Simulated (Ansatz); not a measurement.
Computed with Ansatz on PBE0-D4/def2-TZVP structures; ΔE is electronic, products minus reactants. CBS: MP2 limit from def2 TZ/QZ plus the TZ coupled-cluster correction, frozen cores. Functionals use def2-TZVPP. B3LYP here is the variant with VWN-RPA as its local correlation; programs differ in this. Each species was taken in one conformer, which may not be the lowest.

Consider the formal exchange of groups at the Si–S bond: `[SiH3]S[SiH2]Cl` + `O[SiH2]O` → `O[SiH](O)[SiH2]Cl` + `[SiH3]S`.

CCSD(T)/CBS gives +85.8 kJ/mol.

Q: Another level gave +81.5 kJ/mol. Which?
A. SCS-MP2/def2-TZVPP
B. ωB97M-V/def2-TZVPP
C. B3LYP/def2-TZVPP
D. r2SCAN/def2-TZVPP

A: D. r2SCAN 81.5, SCS-MP2/def2-TZVPP 91.8, B3LYP 75.1, ωB97M-V 87.6 kJ/mol.

Largest T1 diagnostic among the species: 0.011.

The D4 term adds +4.4 kJ/mol with B3LYP and +2.1 kJ/mol with PBE0; it sums over pairs of atoms, weighted by their polarisabilities, and B3LYP, whose exchange is more repulsive, gets the larger term. From PBE to PBE0 (25 % exact exchange), in def2-TZVPP and without D4, ΔE moves by +4.4 kJ/mol.
